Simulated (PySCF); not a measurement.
**`InChI=1S/C8H9F/c1-2-3-4-5(3)7-6(4)8(2,7)9/h2-7H,1H3/t2-,3-,4+,5-,6+,7-,8-/m1/s1`**

Geometry:
```
atom   x (Å)   y (Å)   z (Å)
  C1   2.123  -0.168  -0.269
  C2   0.701  -0.003  -0.795
  C3  -0.032   1.172  -0.195
  C4  -1.517   0.929  -0.133
  C5  -0.681   0.796   1.112
  C6  -0.822  -0.728   1.049
  C7  -1.660  -0.595  -0.202
  C8  -0.238  -1.075  -0.293
  F9   0.021  -2.372  -0.605
 H10   2.748   0.654  -0.608
 H11   2.548  -1.103  -0.627
 H12   2.118  -0.182   0.818
 H13   0.704   0.032  -1.889
 H14   0.344   2.174  -0.337
 H15  -2.273   1.646  -0.397
 H16  -0.661   1.390   2.008
 H17  -0.911  -1.407   1.876
 H18  -2.520  -1.153  -0.525
```

Method: GIAO KT3/pcSseg-1 magnetisability, rotational g tensor and spin-rotation constants, non-relativistic, gas phase (PySCF 2.14.0). Geometry: GFN2-xTB.

(1) Give the nuclear spin-rotation constants along the inertial axes (H = +C I·J) beside the isotropic shieldings.

Results:

(1) Rotational constants 2.5794, 2.1120, 1.4691 GHz. A star marks the isotopologue with that one atom substituted, in its own axes.
```tsv
atom	isotope	Caa (kHz)	Cbb (kHz)	Ccc (kHz)	mean (kHz)	σ (ppm)
F9	19F	1.559	0.282	0.400	0.747	414.5
H10	1H	-0.277	0.044	-0.147	-0.127	30.3
H11	1H	0.059	-0.198	-0.163	-0.101	30.0
H12	1H	-0.258	-0.230	0.017	-0.157	30.9
H13	1H	-0.240	-0.212	0.042	-0.137	29.0
H14	1H	-0.260	0.018	-0.165	-0.136	30.8
H15	1H	-0.020	-0.242	-0.098	-0.120	30.0
H16	1H	-0.164	-0.228	-0.025	-0.139	30.0
H17	1H	-0.316	-0.166	0.014	-0.156	30.0
H18	1H	-0.299	0.041	-0.136	-0.131	29.9
C1	13C*	0.373	0.320	0.196	0.297	167.9
C2	13C*	0.461	0.382	0.277	0.373	142.7
C3	13C*	0.290	0.399	0.265	0.318	156.9
C4	13C*	0.319	0.315	0.277	0.304	161.1
C5	13C*	0.289	0.288	0.313	0.297	161.0
C6	13C*	0.349	0.254	0.291	0.298	163.1
C7	13C*	0.368	0.284	0.273	0.309	160.9
C8	13C*	0.638	0.505	0.441	0.528	89.5
```
For the geometry as given, no vibrational averaging.
